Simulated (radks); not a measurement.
Initial-state core-level shifts of neutral lanthanum when its valence configuration changes from [Xe] 5d1 6s2. All-electron calculation, scalar-relativistic Kohn-Sham, PBE, spin-unpolarised, spherical densities, finite nucleus; Fermi nuclear charge, rms radius 4.855 fm. Program: a radial shooting solver on a logarithmic mesh with Libxc functionals. Shifts are changes of the shell-averaged eigenvalues in eV (positive: less bound); the change of the density at the nucleus, which sets a Mossbauer isomer shift, is in e/bohr^3, on a base of 3.648e+05.

valence              2s      3s      3p      5s  density at nucleus
4f2 5d1          +6.252  +7.342  +7.318  +2.476              -53.04
5d1 6s1 6p1      -1.120  -1.125  -1.124  -1.109              -14.91
5d3              +2.963  +2.936  +2.936  +2.819              -35.12
5d2 6s1          +1.701  +1.684  +1.684  +1.595              -19.64
5d1 6p2          -2.170  -2.179  -2.179  -2.143              -31.46
6s2 6p1          -3.209  -3.183  -3.183  -2.970               +8.96
4f1 6s1 6p1      +5.397  +6.412  +6.390  +1.932              -34.91
5d0.5 6s2 6p0.5  -1.571  -1.560  -1.560  -1.472               +4.28
